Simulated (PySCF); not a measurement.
## Vibration and rotation of TlSe⁺

LC-ωPBE constants of TlSe⁺, ³Σ⁻ (triplet), unpaired electrons π ↑↑ (PySCF, scalar-relativistic core potentials, basis sets Tl def2-SVP with ECP60, Se def2-SVP; masses 204.9744 and 79.9165 u):

```
ωe              : 82.8 cm⁻¹
ωexe            : 0.45 cm⁻¹
Be              : 0.027283 cm⁻¹
αe              : 0.000163 cm⁻¹
D (centrifugal) : 1.19e-08 cm⁻¹
```

Give the vibrational terms G(v) and spacings up to v = 6.

G(v) = ωe(v+½) − ωexe(v+½)².

| v | G(v) (cm⁻¹) | G(v) − G(v−1) | Bv (cm⁻¹) |
| --- | --- | --- | --- |
| 0 | 41.3 |  | 0.02720 |
| 1 | 123.2 | 81.9 | 0.02704 |
| 2 | 204.2 | 81.0 | 0.02688 |
| 3 | 284.3 | 80.1 | 0.02671 |
| 4 | 363.5 | 79.2 | 0.02655 |
| 5 | 441.8 | 78.3 | 0.02639 |
| 6 | 519.2 | 77.4 | 0.02622 |

Spin–orbit coupling is left out, which matters for elements this heavy, above all for dissociation energies. The state is the lowest determinant that a PBE0 search found; another state may lie lower at other levels.
